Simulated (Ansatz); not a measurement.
Saddle point of GaH5O, closed shell (GaH₃ + H₂O → GaH₃O ([OH][GaH2]) + H₂; bonds formed: H2–H5; dative contacts that become bonds: Ga1–O6; bonds broken: Ga1–H2, H5–O6), PBE0-D4/def2-TZVP structure:

```tsv
atom	x (Å)	y (Å)	z (Å)
Ga1	-0.5565	0.3388	-0.4747
H2	0.5736	-1.0603	-0.8230
H3	0.1127	1.6313	-1.0346
H4	-2.0186	-0.1738	-0.5857
H5	0.6669	-0.8746	0.1497
O6	0.2717	-0.2284	1.2181
H7	0.9502	0.3668	1.5502
```

Energies are electronic, without zero-point energy. Barriers and step energies count from the start structure reached by relaxing down the imaginary mode; all methods use the PBE0-D4 structures, on which another method's saddle can fall below an end. Program: Ansatz 0.2.0. Basis: def2-TZVPP, with def2-QZVPP for the basis limit. Cores are frozen in the correlated methods. Filled d shells of the heavier atoms are correlated. The def2 sets are not built for correlating such inner shells, so the correlated values are less sure here. B3LYP uses VWN-RPA correlation. Extrapolation: Hartree–Fock as exp(−7.88 √X), correlation as X^−2.97.

```json
{"method": "SPW92", "barrier (kcal/mol)": "?", "step energy (kcal/mol)": "5.24"}
{"method": "PBE-D4", "barrier (kcal/mol)": "19.01", "step energy (kcal/mol)": "0.61"}
{"method": "BLYP-D4", "barrier (kcal/mol)": "20.58", "step energy (kcal/mol)": "-1.92"}
{"method": "r2SCAN-D4", "barrier (kcal/mol)": "20.94", "step energy (kcal/mol)": "1.19"}
{"method": "B97M-V", "barrier (kcal/mol)": "24.91", "step energy (kcal/mol)": "3.74"}
{"method": "PBE0-D4", "barrier (kcal/mol)": "22.71", "step energy (kcal/mol)": "2.69"}
{"method": "B3LYP-D4", "barrier (kcal/mol)": "?", "step energy (kcal/mol)": "0.22"}
{"method": "r2SCAN0-D4", "barrier (kcal/mol)": "23.79", "step energy (kcal/mol)": "2.76"}
{"method": "BHLYP-D4", "barrier (kcal/mol)": "27.57", "step energy (kcal/mol)": "2.29"}
{"method": "CAM-B3LYP-D4", "barrier (kcal/mol)": "24.43", "step energy (kcal/mol)": "1.63"}
{"method": "wB97X-V", "barrier (kcal/mol)": "24.95", "step energy (kcal/mol)": "1.55"}
{"method": "wB97M-V", "barrier (kcal/mol)": "25.20", "step energy (kcal/mol)": "2.09"}
{"method": "B2PLYP", "barrier (kcal/mol)": "?", "step energy (kcal/mol)": "0.00"}
{"method": "PBE-QIDH", "barrier (kcal/mol)": "24.60", "step energy (kcal/mol)": "2.49"}
{"method": "RPA on PBE", "barrier (kcal/mol)": "24.74", "step energy (kcal/mol)": "0.62"}
{"method": "HF", "barrier (kcal/mol)": "35.61", "step energy (kcal/mol)": "2.72"}
{"method": "MP2", "barrier (kcal/mol)": "23.78", "step energy (kcal/mol)": "-0.23"}
{"method": "CCSD", "barrier (kcal/mol)": "27.22", "step energy (kcal/mol)": "1.90"}
{"method": "CCSD(T)", "barrier (kcal/mol)": "25.38", "step energy (kcal/mol)": "1.32"}
```

Task: Fill in the withheld barriers. (An estimate is asked for; the value comes from the calculation.)

Result: Computed: B3LYP-D4 23.40; B2PLYP 23.99; SPW92 15.93 kcal/mol. Each is the energy of the saddle less that of the start structure, by the same method.

For comparison, the barrier by CCSD(T) at an estimated basis limit (MP2 extrapolated from triple and quadruple zeta, plus CCSD(T) − MP2 in triple zeta) is 24.75 kcal/mol.

The T1 diagnostic stays at or below 0.015.

The step is the kind of ligand exchange by which a precursor binds to a hydroxyl group, or is hydrolysed, in atomic layer deposition of oxides.

Labels in which every atom is bracketed show which atoms are joined, not bond orders.

For scale, one of the runs: CCSD(T)/def2-TZVPP, 149 basis functions, launched by `ansatz run in.yaml --threads 2 --pin off --events-out ev --progress --plain --max-ram 4352MiB`. The run took 24 s on 2 CPU threads of an Arm Neoverse V1 (shared host), with 0.95 GiB of host memory at its peak.
